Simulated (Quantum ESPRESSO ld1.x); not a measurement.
Valence configurations of N I (all share [He]). All-electron calculation, Dirac Kohn-Sham, LDA (Slater exchange, Perdew-Zunger correlation), spin-unpolarised, spherical densities, point nucleus; open shells fill j = l - 1/2 first. Program: ld1.x of Quantum ESPRESSO 7.5. Energies are relative to 2s2 2p3; eigenvalues in eV.

2s2 2p3: E (eV) 0.000; e(2p1/2) -7.250; e(2p3/2) -7.231; e(2s1/2) -18.418
2s1 2p4: E (eV) 11.210; e(2p1/2) -7.649; e(2p3/2) -7.630; e(2s1/2) -18.863
2p5: E (eV) 22.465; e(2p1/2) -8.017; e(2p3/2) -7.997
2s1.5 2p3.5: E (eV) 5.599; e(2p1/2) -7.454; e(2p3/2) -7.435; e(2s1/2) -18.645
2s0.5 2p4.5: E (eV) 16.832; e(2p1/2) -7.837; e(2p3/2) -7.817; e(2s1/2) -19.072

NIST lists [He] 2s2 2p3 as the ground configuration; this level of theory agrees among the configurations tried. The energies are those of spherical spin-averaged densities, not of single terms.
